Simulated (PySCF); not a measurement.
Compound: C4H5BCl2.
Numbering: `[Cl:1][BH:2]/[CH:3]=[C:4]1/[CH2:5][C@@H:6]1[Cl:7]` (hydrogens: H8 on B2; H9 on C3; H10, H11 on C5; H12 on C6)

A GFN2-xTB structure with every atom displaced at random (by about 0.01 Å) was refined with PBE0-D3(BJ)/def2-SVP geometry optimisation, gas phase (PySCF). Values at the start:

```tsv
coordinate	start
Cl1–B2	1.676 Å
B2–C3	1.555 Å
B2–H8	1.186 Å
C3=C4	1.289 Å
C3–H9	1.075 Å
C4–C5	1.494 Å
C4–C6	1.481 Å
C5–C6	1.525 Å
C5–H10	1.098 Å
C5–H11	1.075 Å
C6–Cl7	1.754 Å
C6–H12	1.090 Å
Cl1–B2–C3	120.2°
B2–C3–C4	123.2°
C3–C4–C5	148.8°
C3–C4–C6	148.9°
C4–C6–C5	59.6°
C4–C6–Cl7	119.0°
C5–C4–C6	61.7°
C5–C6–Cl7	118.6°
B2–C3–C4–C5	173°
C3–C4–C5–C6	-171°
C3–C4–C6–C5	171°
```

Problem. How do these coordinates change at the PBE0-D3(BJ)/def2-SVP level?

Solution. 
```csv
coordinate,PBE0-D3(BJ)/def2-SVP (Å or °),change
Cl1–B2,1.753,+0.077
C3=C4,1.337,+0.048
C4–C5,1.463,-0.031
C4–C6,1.458,-0.023
C3–H9,1.097,+0.022
C5–H11,1.096,+0.021
B2–H8,1.206,+0.020
B2–C3,1.542,-0.013
C5–C6,1.519,-0.006
C6–H12,1.095,+0.005
C6–Cl7,1.758,+0.004
C5–H10,1.096,-0.002
C3–C4–C6,147.2,-1.7
C5–C6–Cl7,119.7,+1.1
C3–C4–C5,149.9,+1.1
Cl1–B2–C3,121.2,+1.0
C5–C4–C6,62.7,+1.0
C4–C6–C5,58.8,-0.8
C4–C6–Cl7,119.6,+0.6
B2–C3–C4,123.5,+0.3
C3–C4–C6–C5,175,+4
C3–C4–C5–C6,-175,-4
B2–C3–C4–C5,174,+1
```

The energy falls by 4.9 kcal/mol over 7 energy and gradient evaluations, the largest force component goes from 0.0712 to 3.0e-04 Eh/bohr, and the atoms move by 0.041 Å rms after alignment. The bond that changes most is Cl1–B2 (ends: chlorine bonded to B; three-coordinate boron), which lengthens by 0.077 Å. Bonds longer at the end by more than 0.005 Å: 5 of 12; shorter: 4. Rotational constants go from 2576, 1297, 942.1 to 2491, 1308, 931.6 MHz.

The run used 131 basis functions and 49 SCF cycles in all. The run took 61 s wall on Arm Neoverse V2, one thread, shared host with 32 logical CPUs at a one-minute load of 20, and the process peaked at 0.52 GiB of memory.

Stationary, but not proved a minimum. The numbers are those of one conformer.

Conformer computed: `[Cl:1][BH:2]/[CH:3]=[C:4]1/[CH2:5][C@@H:6]1[Cl:7]`: Cl1–B2–C3–C4 6°.
